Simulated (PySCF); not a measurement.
methoxyethene (C₃H₆O), SMILES C(OC)=C. Atoms are numbered in the order given.

```xyz
10

C     -0.0741     1.8798     0.0000
C      0.3499     0.6127     0.0000
O     -0.4944    -0.4457     0.0000
C      0.1036    -1.7226     0.0000
H     -1.1402     2.1175     0.0000
H      0.6508     2.6940     0.0000
H      1.4204     0.3636     0.0000
H     -0.7086    -2.4622     0.0000
H      0.7282    -1.8832    -0.8984
H      0.7282    -1.8832     0.8984
```

Geometry optimised at B3LYP-D3(BJ)/def2-SVP. One conformer was computed; it need not be the lowest.

Calculation: PySCF with B3LYP/def2-TZVP.

Symmetry labels are those of the subgroup Cs that the program uses (full group Cs).

Computed valence orbital energies around the gap with their symmetry:
```json
[
 {"orbital": "HOMO−7", "symmetry": "A'", "energy (eV)": "-14.12"},
 {"orbital": "HOMO−6", "symmetry": "A'", "energy (eV)": "-12.90"},
 {"orbital": "HOMO−5", "symmetry": "A\"", "energy (eV)": "-12.83"},
 {"orbital": "HOMO−4", "symmetry": "A'", "energy (eV)": "-11.11"},
 {"orbital": "HOMO−3", "symmetry": "A'", "energy (eV)": "-10.68"},
 {"orbital": "HOMO−2", "symmetry": "A\"", "energy (eV)": "-9.60"},
 {"orbital": "HOMO−1", "symmetry": "A'", "energy (eV)": "-9.27"},
 {"orbital": "HOMO", "symmetry": "A\"", "energy (eV)": "-6.30"},
 {"orbital": "LUMO", "symmetry": "A\"", "energy (eV)": "0.34"},
 {"orbital": "LUMO+1", "symmetry": "A'", "energy (eV)": "1.11"},
 {"orbital": "LUMO+2", "symmetry": "A'", "energy (eV)": "1.84"},
 {"orbital": "LUMO+3", "symmetry": "A'", "energy (eV)": "2.38"}
]
```
